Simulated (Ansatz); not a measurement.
CBr3, SMILES Br[C](Br)Br, multiplicity 2.

Geometry: ωB97X-D3(BJ)/def2-SVP.

Two levels are set side by side: PBE/def2-TZVPD (Ansatz, a program for electronic structure) and PBE0/def2-TZVPD (Ansatz). Energy differences of separate SCF runs at the same geometry; the states with an electron removed or added have multiplicity 1 and 1. Differences are taken from unrounded values.

| quantity | PBE0 |
|---|---|
| vertical ionisation energy (eV) | 8.13 |
| vertical electron affinity (eV) | 0.95 |

Task: What does PBE give, and how far is it from PBE0? (The exact figures need the calculation; the answer reports its results.)

Result: 
| quantity | PBE | PBE minus PBE0 |
|---|---|---|
| vertical ionisation energy (eV) | 7.76 | -0.38 |
| vertical electron affinity (eV) | 0.92 | -0.03 |
